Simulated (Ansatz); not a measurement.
Molecule: CdBr2 (charge 0, singlet). 
Structure (B3LYP-D3(BJ)/def2-TZVP (Ansatz, an electronic-structure program) minimum search):
```xyz
3

Cd     0.0000     0.0000     0.0000
Br     0.0000     0.0000     2.4249
Br     0.0000     0.0000    -2.4249
```
Charge 0, spin multiplicity 1.

Total electronic energies in hartree. Cores are frozen in the correlated levels unless marked. Spin-orbit coupling is left out. The frozen core is the preceding noble-gas configuration, with the filled d and f shells of earlier blocks. Past Kr the def2 sets carry scalar-relativistic core potentials. STO-3G rows are all-electron and non-relativistic. CBS(X,Y): correlation extrapolated as X^-3; Hartree-Fock from the larger set. The bracket is a focal-point correction in the basis named.

```
level                                                                 program   energy (Eh)
-------------------------------------------------------------  --------------  ------------
HF/def2-TZVPPD                                                         Ansatz   -5311.82850
HF/def2-QZVPP                                                          Ansatz   -5311.92956
BLYP-D3(BJ)/def2-TZVPD                                         Ansatz + dftd3   -5316.20521
r2SCAN/def2-TZVPD                                                      Ansatz   -5316.21793
r2SCAN-D3(BJ)/def2-TZVPD                                       Ansatz + dftd3   -5316.21876
B3LYP-D4/def2-TZVPD                                            Ansatz + dftd4   -5316.30661
B3LYP/def2-TZVPD                                                       Ansatz   -5316.30143
PBE0/def2-SVP                                                          Ansatz   -5314.92363
PBE0-D3(BJ)/def2-TZVP                                          Ansatz + dftd3   -5315.59107
PBE0-D4/def2-TZVPD                                             Ansatz + dftd4   -5315.59170
BHLYP-D4/def2-TZVPD                                            Ansatz + dftd4   -5316.09156
r2SCAN0/def2-TZVPD                                                     Ansatz   -5316.18069
HSE06-D3(BJ)/def2-TZVPD                                        Ansatz + dftd3   -5315.60008
HSE06-D4/def2-TZVPD                                            Ansatz + dftd4   -5315.59981
wB97M-V/def2-TZVPD                                                     Ansatz   -5315.84238
B2PLYP-D3(BJ)/def2-TZVPD                                       Ansatz + dftd3   -5315.16427
MP2/def2-SVP                                                           Ansatz   -5311.66684
MP2/def2-SVPD                                                          Ansatz   -5311.69200
MP2/def2-TZVPP                                                         Ansatz   -5312.57779
SCS-MP2/STO-3G                                                         Ansatz  -10501.13610
CCSD(T)/STO-3G                                                         Ansatz  -10501.14349
CCSD(T)/def2-SVP                                                       Ansatz   -5311.68800
RI-MP2/CBS(def2-TZVPPD,def2-QZVPPD)+[CCSD(T)-MP2]/def2-TZVPPD          Ansatz    -5312.8385
```

Totals of different functionals don't rank their quality; only differences between species are comparable.
